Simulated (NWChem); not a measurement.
ZnICl; SMILES [Cl][Zn][I]

```xyz
3

Zn     0.0020     0.9297     0.0000
Cl    -0.0034     3.0333     0.0000
I      0.0002    -1.4862     0.0000
```
Atoms are numbered in this order, from 1.

The geometry was optimised at PBE0/def2-SVP. No frequency run checked for a minimum. def2 effective core potentials on I; no spin-orbit coupling.

Q: List the 4 lowest vertical singlet excitations from PBE/def2-SVPD with def2 effective core potentials on I, TDA (NWChem).

A: 
```
state  energy (eV)  oscillator strength  leading excitation (squared amplitude)
-----  -----------  -------------------  --------------------------------------
S1            4.35                0.010                    HOMO−1 → LUMO (0.97)
S2            4.35                0.010                      HOMO → LUMO (0.97)
S3            5.29                0.021                    HOMO−3 → LUMO (1.00)
S4            5.29                0.021                    HOMO−2 → LUMO (1.00)
```
